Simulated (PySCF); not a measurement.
SMILES B[SiH2]c1ccccc1, GFN2-xTB optimised geometry. Atoms within 1.6 Å of the plane z = 1.5 Å (x, y, z in Å): B1 (-1.65, -2.50, 1.93), Si2 (-1.46, -2.03, 0.04), C3 (-0.49, -0.40, 0.00), C4 (-1.14, 0.83, 0.01), C5 (-0.43, 2.02, 0.01), C6 (0.95, 2.00, 0.01), C7 (1.62, 0.79, 0.00), C8 (0.90, -0.40, 0.00), H9 (-2.57, -2.14, 2.56), H10 (-0.83, -3.10, 2.50), H13 (-2.22, 0.86, 0.01), H14 (-0.96, 2.96, 0.02), H15 (1.51, 2.93, 0.01), H16 (2.70, 0.77, -0.01), H17 (1.43, -1.34, -0.01).

Computed with B3LYP/def2-SVP (PySCF).

Map of the HOMO amplitude (bohr^(-3/2)) on the plane z = 1.5 Å; orbital energy -6.99 eV, overall sign arbitrary:

```
|#########################|
|#########################|
|#########################|
|############****#########|
|##########********#######|
|#########****++****######|
|#########***+++++**######|
|##########*++===+***#####|
|###########*++==++**#####|
|########%%##**+++***#####|
|#######%%%%%##******#####|
|#######%%@@@%%#****######|
|#######%%@@@@%%##########|
|########%@@@@@%%#########|
|#########%@@@@%%#########|
|######***#%%%%%%#########|
|#####**+=+*##%###########|
|#####*+-.-+*#############|
|####**=: :=*#############|
|####**+-:-+*#############|
|####***+=+**#############|
|#####******##############|
|######****###############|
|#########################|
|#########################|
```
Scale: ten equal steps from -0.105 (start of ' ') to 0.038 (end of '@'), in the order ' .:-=+*#%@'; x runs from -5.00 to 5.00, y from -5.00 (bottom) to 5.00 (top).
